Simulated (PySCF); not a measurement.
Input of a run on `c1(N=C=O)ccccc1` (phenyl isocyanate): the job's settings, then the atoms in Å.
```
{"job": {"kind": "uv", "xc": "PBE0", "basis": "def2-SVPD", "solvent": "chloroform", "nstates": 6, "ntriplets": 0}, "charge": 0, "multiplicity": 1}
O      4.295876     0.306903     0.263727
C      3.180189    -0.040507     0.245853
N      2.072769    -0.504137     0.249913
C      0.721761    -0.247589     0.100774
C     -0.184679    -1.307581     0.216638
C     -1.548358    -1.073020     0.069221
C     -2.020407     0.212390    -0.193432
C     -1.115811     1.267946    -0.308005
C      0.249628     1.046033    -0.162830
H      0.198673    -2.308366     0.422099
H     -2.249448    -1.905800     0.160800
H     -3.091314     0.392309    -0.308649
H     -1.475713     2.278874    -0.513368
H      0.960297     1.870688    -0.252279
```

Method: TDDFT PBE0/def2-SVPD, vertical, IEF-PCM chloroform (non-equilibrium linear response), core orbitals frozen in the response (PySCF, density fitting); geometry PBE0-D3(BJ)/def2-SVP, gas phase, not relaxed in the solvent; ε = 4.711, cavity from Bondi-type radii × 1.2. The static polarisability takes the continuum's full static response.

**Question.** Give the output.

**Answer.** 
```
coarse grid: 12856 points
cycle   1  E = -398.8498593274  dE =  1.704e+00  |g| = 6.832e-01  |ddm| = 1.893e+01
cycle   2  E = -398.6067636005  dE =  2.431e-01  |g| = 1.323e+00  |ddm| = 6.195e+00
cycle   3  E = -398.9375209142  dE = -3.308e-01  |g| = 2.228e-01  |ddm| = 2.038e+00
cycle   4  E = -398.9479348434  dE = -1.041e-02  |g| = 6.685e-02  |ddm| = 7.215e-01
cycle   5  E = -398.9487771013  dE = -8.423e-04  |g| = 2.238e-02  |ddm| = 1.352e-01
cycle   6  E = -398.9488892168  dE = -1.121e-04  |g| = 5.214e-03  |ddm| = 1.392e-01
cycle   7  E = -398.9488957832  dE = -6.566e-06  |g| = 1.562e-03  |ddm| = 1.890e-02
final grid: 127520 points
cycle   8  E = -399.0106445023  dE = -1.222e-05  |g| = 1.151e-02  |ddm| = 2.463e-01
cycle   9  E = -399.0105694405  dE =  7.506e-05  |g| = 2.259e-02  |ddm| = 9.548e-02
cycle  10  E = -399.0106715053  dE = -1.021e-04  |g| = 2.568e-03  |ddm| = 4.247e-02
cycle  11  E = -399.0106730678  dE = -1.562e-06  |g| = 4.633e-04  |ddm| = 1.286e-02
cycle  12  E = -399.0106731176  dE = -4.978e-08  |g| = 1.442e-04  |ddm| = 1.540e-03
cycle  13  E = -399.0106731229  dE = -5.281e-09  |g| = 2.994e-05  |ddm| = 1.373e-03
cycle  14  E = -399.0106731231  dE = -2.116e-10  |g| = 8.105e-06  |ddm| = 1.594e-04
converged SCF energy = -399.0106731231

Static polarisability (au): isotropic 117.538, principal 62.242 113.202 177.169

Singlet excitations
state   eV       nm        f      main configurations
  1   5.1405    241.2   0.01462   H->L+1 0.58, H-1->L 0.32
  2   5.4740    226.5   0.39578   H->L 0.84
  3   5.7447    215.8   0.00014   H->L+2 0.90
  4   6.3871    194.1   0.45845   H-1->L 0.60, H->L+1 0.35
  5   6.5123    190.4   0.00010   H-2->L 0.96
  6   6.5983    187.9   0.62499   H-1->L+1 0.87
```

The cycles run first on a coarse grid and then on the final one, and are numbered through; the first dE on the final grid is taken against the last density's energy on that grid. Energies include the polarisation term of the continuum.

**Question.** The same input without solvent ends at -399.006058 Eh. What does the continuum change?

**Answer.** The energy falls by 0.004615 Eh, 12.12 kJ/mol; the polarisation term alone is -13.32 kJ/mol. HOMO -7.03 → -6.96 eV, LUMO -0.92 → -0.84 eV, dipole 2.59 → 3.08 D. The SCF took 14 cycles in the solvent and 15 in the gas phase.

Conformer computed: `[O:1]=[C:2]=[N:3][c:4]1[cH:5][cH:6][cH:7][cH:8][cH:9]1`: C2–N3–C4–C5 179°.
